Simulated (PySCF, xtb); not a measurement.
Si(AsH2)(OH)3 (AsH5O3Si), SMILES O[Si](O)(O)[AsH2].

GFN2-xTB (xtb 6.7.1) at its own geometry gives an orbital gap of 5.42 eV and a dipole moment of 3.09 D.

Geometry: PBE0-D3(BJ)/def2-SVP. The structure was generated by enumeration, and PubChem lists no compound with its InChIKey, so it may never have been made. Other conformers were not sampled.

Question: What does PBE/def2-TZVP (PySCF) give? (The exact figures need the calculation; the answer reports its results.)

Answer: gap 5.72 eV (levels -6.29 and -0.57 eV), dipole 1.86 D.
